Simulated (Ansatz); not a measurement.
C₂H₇OSi (SMILES C[Si](C)O), doublet, geometry from GFN2-xTB; Ansatz (a program for electronic structure) with B3LYP/6-31G**.

Input for Ansatz:
Ansatz 0.2 input:
```yaml
crystal:
  periodic: [false, false, false]
  atoms:
    - {symbol: C, position_ang: [1.55954224, -0.85483146, -0.06057851]}
    - {symbol: Si, position_ang: [-0.00409954, 0.11042766, 0.41990388]}
    - {symbol: C, position_ang: [-1.61548157, -0.77735125, -0.08781307]}
    - {symbol: O, position_ang: [0.14749450, 1.52106607, -0.41685221]}
    - {symbol: H, position_ang: [2.45557952, -0.30805525, 0.21258839]}
    - {symbol: H, position_ang: [1.59245114, -1.82297485, 0.42837687]}
    - {symbol: H, position_ang: [1.58487872, -1.01660238, -1.13671739]}
    - {symbol: H, position_ang: [-1.65077682, -0.90745530, -1.16930641]}
    - {symbol: H, position_ang: [-2.49888187, -0.21755192, 0.20663270]}
    - {symbol: H, position_ang: [-1.68428893, -1.75985196, 0.36611303]}
    - {symbol: H, position_ang: [-0.58588832, 2.11107204, -0.56117454]}
basis:
  gaussian:
    orbitals: 6-31G__.json
hamiltonian:
  xc: b3lyp
magnetization: {spin_polarized: true, initial_magnetization: 1}
output: {forces: true}
```
The basis file holds 6-31G** in the JSON format of the Basis Set Exchange.

Q: Predict the main parts of the log of this Ansatz run.

A: 
```
Functional definition: B3LYP
944 factors; integrals over basis functions are off by at most 1.3e-3 eV
mean field evaluation 1: about -12101.9794 eV, gradient 5.3e1 eV
mean field evaluation 2: about -12090.7933 eV, gradient 7.3e1 eV
mean field evaluation 4: about -12113.3551 eV, gradient 2.7e0 eV
mean field evaluation 8: about -12113.5121 eV, gradient 1.0e-1 eV
mean field evaluation 16: about -12113.5121 eV, gradient 6.5e-5 eV
mean field -12113.51214442 eV, -445.1633604741 hartree, gradient 1.3e-5 eV, S^2 0.751159; 0 other end points of the search recorded, 0 dependent functions left out
the calculation of the forces begins
reference -12113.51235918 eV, -445.1633683664 hartree; 21, 20 occupied and 78, 79 virtual orbitals, 944 factors
Total energy: -12113.51235918 eV, -445.1633683664 hartree
Atom 0 at     1.559542    -0.854831    -0.060579 Å, force    -0.389801     0.064735     0.084466 eV/Å
Atom 1 at    -0.004100     0.110428     0.419904 Å, force    -0.091559    -0.697677     0.350970 eV/Å
Atom 2 at    -1.615482    -0.777351    -0.087813 Å, force     0.330635     0.124341    -0.029458 eV/Å
Atom 3 at     0.147495     1.521066    -0.416852 Å, force     0.610043     0.559540    -0.488500 eV/Å
Atom 4 at     2.455580    -0.308055     0.212588 Å, force     0.213319     0.192088     0.109184 eV/Å
Atom 5 at     1.592451    -1.822975     0.428377 Å, force     0.004596    -0.284847     0.164953 eV/Å
Atom 6 at     1.584879    -1.016602    -1.136717 Å, force    -0.025352    -0.026551    -0.287359 eV/Å
Atom 7 at    -1.650777    -0.907455    -1.169306 Å, force     0.010330    -0.033693    -0.274834 eV/Å
Atom 8 at    -2.498882    -0.217552     0.206633 Å, force    -0.195041     0.172609     0.111849 eV/Å
Atom 9 at    -1.684289    -1.759852     0.366113 Å, force     0.005956    -0.311683     0.191654 eV/Å
Atom 10 at    -0.585888     2.111072    -0.561175 Å, force    -0.473126     0.241138     0.067075 eV/Å
Dipole moment:    -0.265564    -0.026028    -0.086052 e Å
```
